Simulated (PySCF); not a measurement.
Species: C6H6P2.
SMILES with atom numbers: `[CH2:1]=[CH:2][c:3]1[cH:4][p:5][cH:6][cH:7][p:8]1` (hydrogens: H9, H10 on C1; H11 on C2; H12 on C4; H13 on C6; H14 on C7)

The same species was optimised twice, with GFN2-xTB and with PBE0-D3(BJ)/def2-SVP (PySCF), and the same property calculations (PySCF, gas phase) were run on both structures.

```csv
coordinate,GFN2-xTB,PBE0-D3(BJ)/def2-SVP,change
C3–C4 (Å),1.381,1.397,+0.016
C6–C7 (Å),1.370,1.385,+0.015
C2–C3 (Å),1.462,1.475,+0.013
C1=C2 (Å),1.328,1.339,+0.011
P5–C6 (Å),1.739,1.741,+0.002
C7–P8 (Å),1.736,1.738,+0.002
C4–P5 (Å),1.733,1.732,-0.001
C3–P8 (Å),1.760,1.760,0.000
C2–C3–P8 (°),112.6,113.5,+0.9
C4–C3–P8 (°),126.1,125.5,-0.6
C3–P8–C7 (°),103.3,103.8,+0.5
C3–C4–P5 (°),130.5,130.8,+0.3
C2–C3–C4 (°),121.3,121.0,-0.3
P5–C6–C7 (°),128.3,128.0,-0.3
C1–C2–C3 (°),127.4,127.2,-0.2
C4–P5–C6 (°),102.6,102.8,+0.2
C1–C2–C3–C4 (°),10,10,0
```

Rotational constants: A = 2351, B = 1248, C = 816.2 MHz (GFN2-xTB) against A = 2330, B = 1235, C = 808.2 MHz (PBE0-D3(BJ)/def2-SVP).

On the GFN2-xTB structure: lowest triplet, Tamm–Dancoff (eV) 2.35 [CAM-B3LYP/def2-SVPD]; isotropic polarisability (au) 124.8 [CAM-B3LYP/def2-SVPD]; HOMO (eV) -7.83 [CAM-B3LYP/def2-SVPD]; LUMO (eV) -1.37 [CAM-B3LYP/def2-SVPD]; dipole (D) 0.15 [CAM-B3LYP/def2-SVPD]; HOMO (eV) -6.86 [PBE0/pcSseg-1]; LUMO (eV) -2.44 [PBE0/pcSseg-1]; dipole (D) 0.25 [PBE0/pcSseg-1]; GIAO shielding of C1 (ppm) 67.6 [PBE0/pcSseg-1]; GIAO shielding of C2 (ppm) 40.0 [PBE0/pcSseg-1]; GIAO shielding of C3 (ppm) 10.4 [PBE0/pcSseg-1]; GIAO shielding of C4 (ppm) 27.5 [PBE0/pcSseg-1]; GIAO shielding of P5 (ppm) 66.5 [PBE0/pcSseg-1]; GIAO shielding of C6 (ppm) 22.4 [PBE0/pcSseg-1]; GIAO shielding of C7 (ppm) 18.3 [PBE0/pcSseg-1]; GIAO shielding of P8 (ppm) 57.3 [PBE0/pcSseg-1].

Q: What do these properties become on the PBE0-D3(BJ)/def2-SVP structure?

A: 
| property | level | on GFN2-xTB | on PBE0-D3(BJ)/def2-SVP | change |
| --- | --- | --- | --- | --- |
| lowest triplet, Tamm–Dancoff (eV) | CAM-B3LYP/def2-SVPD | 2.35 | 2.39 | +0.04 |
| isotropic polarisability (au) | CAM-B3LYP/def2-SVPD | 124.8 | 126.1 | +1.3 |
| HOMO (eV) | CAM-B3LYP/def2-SVPD | -7.83 | -7.85 | -0.02 |
| LUMO (eV) | CAM-B3LYP/def2-SVPD | -1.37 | -1.36 | +0.01 |
| dipole (D) | CAM-B3LYP/def2-SVPD | 0.15 | 0.16 | +0.01 |
| energy, GFN2-xTB geometry as zero (kcal/mol) | CAM-B3LYP/def2-SVPD | 0.0 | -0.7 | -0.7 |
| HOMO (eV) | PBE0/pcSseg-1 | -6.86 | -6.87 | -0.01 |
| LUMO (eV) | PBE0/pcSseg-1 | -2.44 | -2.42 | +0.02 |
| dipole (D) | PBE0/pcSseg-1 | 0.25 | 0.26 | +0.01 |
| energy, GFN2-xTB geometry as zero (kcal/mol) | PBE0/pcSseg-1 | 0.0 | -0.3 | -0.3 |
| GIAO shielding of C1 (ppm) | PBE0/pcSseg-1 | 67.6 | 64.0 | -3.6 |
| GIAO shielding of C2 (ppm) | PBE0/pcSseg-1 | 40.0 | 37.7 | -2.3 |
| GIAO shielding of C3 (ppm) | PBE0/pcSseg-1 | 10.4 | 8.4 | -2.0 |
| GIAO shielding of C4 (ppm) | PBE0/pcSseg-1 | 27.5 | 25.7 | -1.8 |
| GIAO shielding of P5 (ppm) | PBE0/pcSseg-1 | 66.5 | 68.9 | +2.4 |
| GIAO shielding of C6 (ppm) | PBE0/pcSseg-1 | 22.4 | 19.9 | -2.5 |
| GIAO shielding of C7 (ppm) | PBE0/pcSseg-1 | 18.3 | 16.3 | -2.0 |
| GIAO shielding of P8 (ppm) | PBE0/pcSseg-1 | 57.3 | 56.5 | -0.8 |

The heavy atoms differ by 0.015 Å rms after alignment. Among bonds between heavy atoms C3–C4 and C6–C7 change most and about equally (+0.015 to +0.016 Å). Changes are differences of the printed values. Neither structure is proved a minimum here.

Conformer computed: `[CH2:1]=[CH:2][c:3]1[cH:4][p:5][cH:6][cH:7][p:8]1`: C1–C2–C3–C4 10°.
